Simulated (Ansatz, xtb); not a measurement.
# Ranking isomers of C2H5ClFSi

5 gas-phase structures of C2H5ClFSi, found in a search over its isomers (lower ones may exist). Each was relaxed with GFN2-xTB; where two conformers were screened, the lower at r2SCAN-D4/def2-SVP is listed:

A. `C[C](Cl)[SiH2]F`, a doublet
B. `CC[Si](F)Cl`, a doublet
C. `C[CH][Si@H](F)Cl`, a doublet
D. `[CH2][Si@](C)(F)Cl`, a doublet
E. `[CH2]C[Si@H](F)Cl`, a doublet

Task: Which do you expect lowest at r2SCAN-D4/def2-SVP, and how would the others follow?

Result: Calculated order at r2SCAN-D4/def2-SVP: D (0.0), B (4.6), C (9.4), E (13.0), A (44.0) kcal/mol.

Energies above the lowest of each column, in kcal/mol; the last columns are at PBE0-D3(BJ)/def2-SVP geometries and were run for some of them only (a dash: not run or not comparable):

```csv
structure,GFN2-xTB,HF/STO-3G,r2SCAN-D4/def2-SVP,PBE0-D3(BJ)/def2-SVP,CCSD(T)/def2-SVP + ΔMP2/def2-TZVPP
D,17.7,0.0,0.0,0.0,0.0
B,0.0,4.6,4.6,2.4,5.6
C,2.9,11.6,9.4,8.2,10.4
E,11.3,16.3,13.0,11.7,–
A,19.7,48.0,44.0,–,–
```

CCSD(T)/def2-SVP + ΔMP2/def2-TZVPP puts D lowest of those it was run on; GFN2-xTB picks B. Flexible structures stand in one conformer each, not always the lowest. Frequencies (PBE0-D3(BJ)/def2-SVP) were run for B, C, D alone. Open shells are spin-unrestricted. ΔMP2 is the change of the MP2 energy from the smaller to the larger basis.

Over these structures GFN2-xTB departs from r2SCAN-D4/def2-SVP by 9.5 kcal/mol on average once a common shift is removed. A GFN2-xTB relaxation took about 0.81 s and the r2SCAN-D4/def2-SVP energy about 9.3 s on a shared host (Ansatz 0.2.0, xtb 6.7.1).
